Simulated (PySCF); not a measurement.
Basis-set dependence of population analyses: `BC(C)(C)CC`

Compound: C₅H₁₃B.
Bonds: B1–C2, C2–C3, C2–C4, C2–C5, C5–C6. Hydrogens: H7, H8 on B1; H9, H10, H11 on C3; H12, H13, H14 on C4; H15, H16 on C5; H17, H18, H19 on C6.

PBE0 throughout (PySCF), one geometry, spherical d and f functions. The structure is a single PBE0-D3(BJ)/def2-SVP conformer in the gas phase; no vibrational or solvent corrections. Atoms taken as equivalent share a column and are averaged. The first 7 of 9 kinds of atom are listed.

Mulliken charges (e):

| basis | functions | B1 | C2 | C3/C4 | C5 | C6 | H7/H8 | H9 (×6) |
| --- | --- | --- | --- | --- | --- | --- | --- | --- |
| STO-3G | 43 | +0.175 | -0.072 | -0.231 | -0.136 | -0.234 | -0.050 | +0.077 |
| 6-31G | 80 | +0.234 | -0.160 | -0.500 | -0.290 | -0.503 | -0.044 | +0.168 |
| pcSseg-0 | 80 | +0.314 | -0.773 | -0.552 | -0.393 | -0.643 | +0.027 | +0.232 |
| 6-31G* | 110 | +0.107 | -0.025 | -0.550 | -0.313 | -0.537 | -0.017 | +0.177 |
| def2-SVP | 149 | +0.093 | -0.347 | -0.021 | -0.027 | -0.072 | -0.018 | +0.042 |
| cc-pVDZ | 149 | +0.074 | -0.283 | -0.021 | -0.038 | -0.081 | -0.025 | +0.041 |
| 6-311+G(2d,p) | 240 | +0.062 | +0.535 | -0.716 | -0.234 | -0.613 | -0.001 | +0.162 |
| aug-cc-pVDZ | 255 | -1.892 | -1.637 | +1.013 | +1.237 | +0.494 | +0.891 | -0.158 |
| def2-TZVP | 264 | -0.055 | +0.064 | -0.409 | -0.178 | -0.398 | +0.015 | +0.130 |

IAO charges (e):

| basis | functions | B1 | C2 | C3/C4 | C5 | C6 | H7/H8 | H9 (×6) |
| --- | --- | --- | --- | --- | --- | --- | --- | --- |
| STO-3G | 43 | +0.086 | -0.122 | -0.378 | -0.246 | -0.389 | 0.000 | +0.131 |
| 6-31G | 80 | +0.052 | -0.079 | -0.420 | -0.248 | -0.430 | +0.008 | +0.142 |
| pcSseg-0 | 80 | +0.054 | -0.105 | -0.402 | -0.249 | -0.421 | +0.007 | +0.139 |
| 6-31G* | 110 | +0.070 | -0.085 | -0.398 | -0.236 | -0.409 | 0.000 | +0.135 |
| def2-SVP | 149 | +0.066 | -0.086 | -0.387 | -0.230 | -0.399 | +0.001 | +0.132 |
| cc-pVDZ | 149 | +0.055 | -0.079 | -0.398 | -0.236 | -0.409 | +0.005 | +0.135 |
| 6-311+G(2d,p) | 240 | +0.059 | -0.085 | -0.410 | -0.243 | -0.422 | +0.005 | +0.139 |
| aug-cc-pVDZ | 255 | +0.056 | -0.082 | -0.409 | -0.242 | -0.420 | +0.006 | +0.139 |
| def2-TZVP | 264 | +0.059 | -0.085 | -0.410 | -0.243 | -0.422 | +0.005 | +0.139 |

Hirshfeld charges (e):

| basis | functions | B1 | C2 | C3/C4 | C5 | C6 | H7/H8 | H9 (×6) |
| --- | --- | --- | --- | --- | --- | --- | --- | --- |
| STO-3G | 43 | +0.164 | -0.020 | -0.037 | -0.013 | -0.044 | -0.073 | +0.014 |
| 6-31G | 80 | +0.141 | -0.031 | -0.094 | -0.051 | -0.103 | -0.062 | +0.035 |
| pcSseg-0 | 80 | +0.141 | -0.025 | -0.096 | -0.050 | -0.103 | -0.062 | +0.035 |
| 6-31G* | 110 | +0.143 | -0.036 | -0.094 | -0.053 | -0.103 | -0.062 | +0.035 |
| def2-SVP | 149 | +0.145 | -0.043 | -0.104 | -0.060 | -0.114 | -0.062 | +0.039 |
| cc-pVDZ | 149 | +0.144 | -0.042 | -0.101 | -0.058 | -0.111 | -0.062 | +0.038 |
| 6-311+G(2d,p) | 240 | +0.153 | -0.063 | -0.109 | -0.070 | -0.117 | -0.058 | +0.042 |
| aug-cc-pVDZ | 255 | +0.150 | -0.059 | -0.116 | -0.073 | -0.124 | -0.056 | +0.043 |
| def2-TZVP | 264 | +0.148 | -0.056 | -0.111 | -0.069 | -0.120 | -0.058 | +0.042 |

Some averages cover members that differ in this geometry, most widely: C3/C4, Mulliken in aug-cc-pVDZ +0.874 to +1.151; H9 (×6), Mulliken in aug-cc-pVDZ -0.210 to -0.074; C3/C4, Mulliken in def2-TZVP -0.455 to -0.363; C3/C4, Mulliken in pcSseg-0 -0.588 to -0.517 e.

Q: Which scheme is steadiest as the basis changes?

A: Largest range over the bases for any column: IAO 0.04 e, Hirshfeld 0.08 e, Mulliken 2.21 e. IAO charges move least and Mulliken charges most, counted in e. Without the minimal STO-3G basis the ranges are IAO 0.03, Hirshfeld 0.04, Mulliken 2.21 e.

Q: How much do the charges still move between the two largest bases, aug-cc-pVDZ and def2-TZVP?

A: At most, over all atoms: Mulliken 1.838 e, IAO 0.003 e, Hirshfeld 0.004 e.

Q: What do the same runs give for the total energy, the frontier levels and the dipole moment?

A: 
```tsv
basis	energy (Eh)	HOMO (eV)	LUMO (eV)	μ (D)
STO-3G	-220.2764	-6.64	1.94	0.59
6-31G	-222.8415	-7.86	-0.80	0.70
pcSseg-0	-222.4051	-8.16	-1.11	0.64
6-31G*	-222.8913	-7.85	-0.78	0.69
def2-SVP	-222.7360	-8.00	-1.07	0.68
cc-pVDZ	-222.9029	-7.94	-1.05	0.68
6-311+G(2d,p)	-222.9556	-8.04	-1.23	0.66
aug-cc-pVDZ	-222.9154	-8.01	-1.24	0.66
def2-TZVP	-222.9704	-8.02	-1.19	0.68
```

The dipole is fixed by the density alone, so its range of 0.11 D shows that the density itself changes with the basis, not only its division among atoms.
